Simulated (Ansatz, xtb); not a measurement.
Ligand exchange: BH2Br + CHClF2 → BH2Cl + CHBrF2

Gas-phase species: BH2Br `BBr`, singlet; CHClF2 (difluorochloromethane) `FC(F)Cl`, singlet; BH2Cl `BCl`, singlet; CHBrF2 (bromodifluoromethane) `FC(F)Br`, singlet. The partners trade Br for Cl: B–Br and C–Cl bonds give way to B–Cl and C–Br.

Shapes, held fixed at every level: PBE0-D4/def2-TZVP. Programs: Ansatz 0.2.0, xtb 6.7.1. The zero-point and thermal change to 298 K, harmonic and unscaled (PBE0-D4/def2-TZVP), is 0.0 kJ/mol.

Problem. Estimate ΔH(298 K) of this reaction.

Solution. The highest level, CCSD(T)/def2-TZVPP, gives ΔH(298 K) = -6.1 kJ/mol; the levels span -25.3 to -5.6. The column of differences is taken from that level and isn't an error. No measured value is set beside it here. Relativity is left out for Br. Outer-core shells of Br are correlated, in sets that cover them unevenly.

| level | kind | ΔH(298 K) (kJ/mol) | less CCSD(T)/def2-TZVPP |
| --- | --- | --- | --- |
| GFN1-xTB | semi-empirical | -25.3 | -19.2 |
| PBE-D4/def2-TZVPP | GGA | -8.8 | -2.7 |
| r2SCAN-D4/def2-TZVPP | meta-GGA | -7.9 | -1.8 |
| BHLYP-D4/def2-TZVPP | global hybrid | -7.1 | -1.0 |
| B2PLYP/def2-TZVPP | double hybrid | -8.0 | -1.9 |
| MP2/def2-TZVPP | perturbation theory | -6.4 | -0.3 |
| CCSD/def2-SVP | coupled cluster or CI | -5.6 | +0.5 |
| CCSD(T)/def2-TZVPP | coupled cluster or CI | -6.1 | 0.0 |
